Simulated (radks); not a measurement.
Values are calculated unless marked as measured or tabulated.
Task: Orbital eigenvalues (eV) of the bromine ion Br+, [Ar] 3d10 4s2 4p4, of relativity; Dirac values are averaged over j with weights 2j + 1. Spin-unpolarised spherical Kohn-Sham, PBE, point nucleus unless stated (finite: rms radius 4.1629 fm), a radial shooting solver on a logarithmic mesh with Libxc functionals. A level marked "c x" has the speed of light scaled by that factor and shares open shells by 2j + 1; other Dirac levels either fill j = l - 1/2 first or share by 2j + 1.

| shell | non-rel. |
|---|---|
| 1s | -13099 |
| 2s | -1692.8 |
| 2p | -1527.0 |
| 3s | -240.85 |
| 3p | -182.85 |
| 3d | -79.520 |
| 4s | -29.614 |
| 4p | -17.482 |

Give the values at the level "Dirac, c x 5".

Result: 
shell  Dirac, c x 5  change of magnitude (%)
1s           -13108                    +0.07
2s          -1694.8                    +0.12
2p          -1527.5                    +0.03
3s          -241.17                    +0.13
3p          -182.93                    +0.04
3d          -79.455                    -0.08
4s          -29.644                    +0.10
4p          -17.482                    0.00
